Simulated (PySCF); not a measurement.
CdH2S2, SMILES [SH][Cd][SH]. Atoms are numbered in the order given.

```xyz
5

Cd     0.0000     0.0000     0.0168
S      0.0000     2.3391     0.0551
H      0.0000     2.4333    -1.2858
S      0.0000    -2.3391     0.0551
H      0.0000    -2.4333    -1.2858
```

Geometry: PBE0-D3(BJ)/def2-TZVP. A frequency run showed that this geometry is not a minimum. The def2 effective core potentials stand for the cores of Cd; spin–orbit coupling is left out. The values are those of a single conformer.

The numbers are results of TDDFT-LC-ωPBE/def2-SVPD (PySCF), not measurements.

Vertical excitations. Isolated molecule, no solvent. State labels are in the subgroup C2v.

Computed lowest excited states:
| state | symmetry | energy (eV) | λ (nm) | f | main pairs |
|---|---|---|---|---|---|
| S1 | A2 | 5.08 | 244 | 0.000 | HOMO→LUMO 91 % |
| S2 | B1 | 5.60 | 221 | 0.074 | HOMO−1→LUMO 90 % |
| S3 | A2 | 5.83 | 213 | 0.000 | HOMO→LUMO+1 88 % |
| S4 | B1 | 6.25 | 199 | 0.012 | HOMO−1→LUMO+1 70 % |
| S5 | B2 | 6.38 | 194 | 0.077 | HOMO→LUMO+2 53 %, HOMO−2→LUMO 41 % |
| S6 | A2 | 6.65 | 187 | 0.000 | HOMO→LUMO+4 41 %, HOMO−1→LUMO+3 19 %, HOMO→LUMO+7 12 %, HOMO−1→LUMO+6 10 % |
| S7 | B1 | 6.75 | 184 | 0.012 | HOMO−1→LUMO+4 24 %, HOMO−1→LUMO+1 23 %, HOMO→LUMO+3 22 %, HOMO→LUMO+6 11 % |
| S8 | B2 | 6.90 | 180 | 0.004 | HOMO−2→LUMO+1 92 % |
| S9 | A1 | 7.08 | 175 | 0.005 | HOMO−1→LUMO+2 69 %, HOMO−3→LUMO 24 % |
| S10 | B2 | 7.31 | 170 | 1.072 | HOMO−2→LUMO 48 %, HOMO→LUMO+2 36 % |
| T1 | A2 | 4.71 | 263 | 0 | HOMO→LUMO 87 % |
| T2 | B1 | 5.12 | 242 | 0 | HOMO−1→LUMO 84 % |
| T3 | B2 | 5.49 | 226 | 0 | HOMO−2→LUMO 85 % |
| T4 | A2 | 5.61 | 221 | 0 | HOMO→LUMO+1 65 %, HOMO→LUMO+4 13 % |
Triplets are in the Tamm–Dancoff approximation, which puts them higher than full response would, so one can lie above its singlet here.
